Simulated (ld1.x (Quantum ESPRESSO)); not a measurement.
## Transferability test, TM potential for manganese (Mn)

Mn (Z = 25), norm-conserving Troullier–Martins (Kleinman–Bylander form), made with ld1.x (Quantum ESPRESSO) 7.5 (PBEsol, scalar-relativistic). Core [Ne] 3s2, reference 3p6 3d5 4s2 4p0. Waves: 3p (bound): rc 1.45 bohr; 3d (bound): rc 2.00 bohr; 4s (bound): rc 2.65 bohr. Local part: the s channel. Core correction: none.

Energies are relative to the spin-unpolarised reference configuration 3p6 3d5 4s2 4p0; without spin polarisation the order of configurations can differ from experiment.

**Question.** Give the all-electron excitation energy and the error of the potential for: 3p6 3d5 4s1 4p0; 3p6 3d5 4s0 4p0; 3p6 3d4 4s0 4p0; 3p6 3d5 4s0 4p2; 3p6 3d5.5 4s1.5 4p0; 3p6 3d4 4s2 4p1; 3p6 3d4 4s2 4p0.

**Answer.**

```
valence configuration  charge  ΔE all-electron (eV)  error AE − PS (meV)
      3p6 3d5 4s1 4p0      +1                 8.432                 -2.4
      3p6 3d5 4s0 4p0      +2                23.944                  -21
      3p6 3d4 4s0 4p0      +3                56.424                 -156
      3p6 3d5 4s0 4p2       0                 7.961                -1473
  3p6 3d5.5 4s1.5 4p0       0                -0.485                  -26
      3p6 3d4 4s2 4p1       0                 7.828                 -986
      3p6 3d4 4s2 4p0      +1                13.213                  -50
```

Levels in the configuration 3p6 3d5 4s0 4p0:

```
level  all-electron (eV)  pseudo (eV)
   3p            -72.272      -72.178
   3d            -24.281      -24.303
```

These tests converged, but a pseudo level misses the all-electron one widely, so the file describes the atom poorly there or has found another state: 3p6 3d4 4s0 4p0: empty 4p by 2.8 eV (a node warning on the way). ld1.x printed “convergence not achieved” for 4 of the counted tests; their residual had stalled under 1e-8, short of the target of 1e-14.
